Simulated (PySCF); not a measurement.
A GIAO shielding run with PySCF 2.14.0 with density-fitted response routines (density fitting, non-relativistic, gas phase) on SMILES C=C[SiH2][Si@H](Cl)CF, C$_{3}$H$_{8}$ClFSi$_{2}$:

```
$ OMP_NUM_THREADS=1 python probes_run.py task.json out

{"job": {"kind": "nmr", "xc": "PBE0", "basis": "pcSseg-1"}, "charge": 0, "multiplicity": 1}
C     -2.675087     0.890422    -0.211725
C     -1.985137    -0.155546    -0.639444
Si    -0.666628    -1.057310     0.356179
Si     1.428558    -0.566917    -0.534507
Cl     2.710357    -2.149330    -0.513435
C      2.305078     0.746066     0.573959
F      1.446583     1.802398     0.815405
H     -2.525734     1.300576     0.773462
H     -3.416960     1.387219    -0.818858
H     -2.180358    -0.520442    -1.641997
H     -0.957221    -2.498345     0.282510
H     -0.762283    -0.656590     1.766687
H      1.492055    -0.038335    -1.902814
H      3.200903     1.176756     0.118116
H      2.581461     0.347367     1.554551
```

Hardware: 1 thread of an Arm Neoverse N1, shared host. The job also computes population analyses, field gradients.

(1) How large is the calculation?

(2) How long does it take, and how much memory does it need?

## Answers

(1) 80 electrons, 180 basis functions and 1005 auxiliary functions.

(2) 49 s of wall time, with 12 SCF cycles and 5 response iterations; peak memory 0.81 GiB. Times on a shared host scatter by some tens of per cent.
